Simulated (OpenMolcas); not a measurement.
## Gd3+: effect of the active space

```
Program             : OpenMolcas
Method              : SS-CASPT2 or its RAS form, IPEA 0.25 Eh, imaginary shift 0.1 Eh
Basis               : ANO-RCC-VTZP
Scalar Hamiltonian  : DKH2, point nucleus
Spin-orbit coupling : RASSI with atomic mean-field integrals over the reference wave functions, term energies averaged over their components
```

A. 7 electrons in 7 orbitals (4f); 2S+1 = 8 odd, 1 root; 2S+1 = 6 odd, 48 roots; 2S+1 = 4 odd, 392 roots (278 in the spin-orbit step); 2S+1 = 2 odd, 397 roots kept (CI in the orbitals of an earlier block, 293 in the spin-orbit step); closed shells correlated: 5s 5p; CASPT2 step of the order of 8 core-minutes
B. 7 electrons in 12 orbitals (RAS2 4f; RAS3 5d, at most 1 electron); 2S+1 = 8 odd, 1 root; 2S+1 = 6 odd, 48 roots; 2S+1 = 4 odd, 119 roots kept (CI in the orbitals of an earlier block); 2S+1 = 2 odd, 113 roots kept (CI in the orbitals of an earlier block); 2S+1 = 8 even, 35 roots (16 in the spin-orbit step); 2S+1 = 6 even, 35 roots kept (CI in the orbitals of an earlier block, 3 in the spin-orbit step); 2S+1 = 4 even, 1 root kept (CI in the orbitals of an earlier block, 0 in the spin-orbit step); closed shells correlated: 5s 5p; CASPT2 step about 4 core-minutes

Energies in cm-1 above 4f7 8S* 7/2.

| Level | A | B |
| --- | --- | --- |
| 4f7 8S* 7/2 | 0.0 | 0.0 |
| 4f7 6P* 7/2 | 35020 | 35400 |
| 4f7 6P* 5/2 | 35560 | 35850 |
| 4f7 6P* 3/2 | 36110 | 36370 |
| 4f7 6I* 7/2 | 39970 | 40100 |
| 4f7 6I* 9/2 | 40360 | 40530 |
| 4f7 6I* 17/2 | 40620 | 40720 |
| 4f7 6I* 11/2 | 40690 | 40900 |
| 4f7 6I* 13/2 | 40900 | 41120 |
| 4f7 6I* 15/2 | 40910 | 41100 |
| 4f7 6D* 9/2 | 43860 | 44050 |
| 4f7 6D* 1/2 | 44740 | 45210 |
| 4f7 6D* 7/2 | 44820 | 45490 |
| 4f7 6D* 3/2 | 44970 | 45560 |
| 4f7 6D* 5/2 | 45100 | 45820 |
| 4f7 6G* 13/2 | 58480 | 59260 |
| 4f7 6F* 5/2 [69 %] | 61390 | 62140 |
| 4f7 4N* 17/2 [67 %] | 62890 | 64540 |
| 4f7 4H* 11/2(1) [69 %] | 63310 | 65070 |
| 4f7 4H* 13/2(1) [68 %] | 63380 | 65050 |
| 4f7 4N* 19/2 | 64100 | 65770 |
| 4f7 4N* 23/2 | 64370 | 65670 |
| 4f7 4N* 21/2 | 64650 | 66230 |
| 4f7 6H* 15/2 | 66080 | 67030 |

The spin-orbit steps hold different terms of 4f7 (B lacks among others a 2F*, a 2G*, 2H*, a 2I*, 2K*), which shifts levels as well.

Between A and B the level of the table that moves most is 4f7 4H* 11/2(1) [69 %], by 1800 cm-1 (lowest in A, highest in B). Moves below CASPT2's spread within the term are not significant.

Term energies are means over components that CASPT2 splits; among the terms shown or strongly mixed into the levels shown the widest spread is 140 cm-1 (4f7 4N*, A). High states are left out of the spin-orbit mixing, which shifts the levels that they would mix with. Each CASPT2 term energy is a mean over a sample of three components (holds for B). Terms from blocks run as CI alone lack orbitals of their own (holds for B). Levels of configurations outside the active space are missing. Levels that lie high or do not pair safely by name in every column are left out.

A share in square brackets marks a mixed level and gives the weight of the term that names it, the lowest over the columns. A number in round brackets counts repeated terms of one configuration in the order of the reference energies. * marks odd parity.
